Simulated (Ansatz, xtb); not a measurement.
Molecule: C2H3O, net charge 1, singlet state. It need not be the lowest isomer of its formula. 
Coordinates optimised at B3LYP-D3(BJ)/def2-TZVP (Ansatz, a first-principles code):
SMILES: C1[OH+]C=1
```xyz
6

C     -0.5923    -0.5261    -0.2695
C      0.6578    -0.5018    -0.1251
O     -0.0608     0.7741     0.3962
H     -1.6187    -0.7915    -0.4582
H      1.7096    -0.7269    -0.0739
H      0.0022     1.4931    -0.2701
```
Charge +1, spin multiplicity 1.

Harmonic wavenumbers from GFN2-xTB (xtb, at its own minimum), cm⁻¹: 584, 613, 775, 877, 883, 967, 1002, 1179, 1818, 3125, 3138, 3204.

Question: Give the harmonic wavenumbers at B3LYP-D3(BJ)/def2-TZVP (Ansatz, finite differences of forces, unscaled).

Answer: 293, 695, 730, 831, 987, 1009, 1015, 1262, 1838, 3276, 3357, 3563 cm⁻¹. Zero-point energy 27.0 kcal/mol.

Question: From these and the geometry, give the ideal-gas thermochemistry at 298.15 K and 1 atm (rigid rotor, harmonic oscillator).

Answer: Point group Cs, rotational symmetry number 1. Rotational constants 31.73, 21.9, 13.48 GHz. S(trans) 37.21, S(rot) 21.07, S(vib) 2.54, S(elec, spin only) 0.00, S 60.8 cal/(mol K). H(298) - H(0) 2.90 kcal/mol; G - E(el) 11.7 kcal/mol.
